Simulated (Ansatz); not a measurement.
The pair A = BBrH2 (SMILES BBr) (first 4 atoms), B = NH3 (SMILES N); geometry from B3LYP-D3(BJ)/def2-TZVP.
(charge 0, multiplicity 1):
```xyz
8

B     -0.501    -0.659     2.174
Br     0.690     0.744     1.277
H     -0.029    -1.752     2.063
H     -1.641    -0.529     1.837
N     -0.421    -0.262     3.750
H     -0.980    -0.893     4.321
H      0.544    -0.295     4.072
H     -0.756     0.690     3.890
```

Cores are frozen in the correlated methods. Filled d and f shells under p-block atoms count as core. MP2 and its Hartree–Fock in aug-cc-pVQZ, aug-cc-pVTZ are density fitted.

Run with Ansatz (a quantum-chemistry and plane-wave program) with Gaussian orbitals. Each number belongs to the level named beside it.

The counterpoise-corrected interaction energy is E(AB) − E(A in the pair's basis) − E(B in the pair's basis). Total energies (hartree):

| level | AB | A in the pair's basis | B in the pair's basis |
|---|---|---|---|
| HF/aug-cc-pVTZ | -2654.5931707 | -2598.3054758 | -56.2198613 |
| MP2/aug-cc-pVTZ | -2655.1181725 | -2598.5778817 | -56.4612761 |
| HF/aug-cc-pVQZ | -2654.6010073 | -2598.3095992 | -56.2234252 |
| MP2/aug-cc-pVQZ | -2655.1620746 | -2598.6032282 | -56.4779026 |
| MP2/aug-cc-pVDZ | -2654.9202486 | -2598.4397411 | -56.4075899 |
| CCSD(T)/aug-cc-pVDZ | -2654.9723815 | -2598.4757154 | -56.4281362 |

**Question.** Work out the counterpoise-corrected interaction energy at the basis-set limit: extrapolate the MP2 correlation part as X⁻³, take Hartree–Fock from the larger set, and add the CCSD(T) − MP2 difference of aug-cc-pVDZ.

**Answer.** 
1. Differences (1 hartree = 627.509 kcal/mol): HF/aug-cc-pVTZ -42.566; MP2/aug-cc-pVTZ -49.582; HF/aug-cc-pVQZ -42.660; MP2/aug-cc-pVQZ -50.793; MP2/aug-cc-pVDZ -45.756; CCSD(T)/aug-cc-pVDZ -43.003.
2. Correlation parts, MP2 less HF: -7.016 in aug-cc-pVTZ (X = 3), -8.133 in aug-cc-pVQZ (X = 4).
3. Limit (4³·(-8.133) − 3³·(-7.016))/(4³ − 3³) = -8.948; with HF/aug-cc-pVQZ it gives -51.608.
4. CCSD(T) less MP2 in aug-cc-pVDZ: 2.753.
Result: -48.85 kcal/mol, against -49.58 at MP2/aug-cc-pVTZ. It is an estimate of this method's limit, not of the exact value.
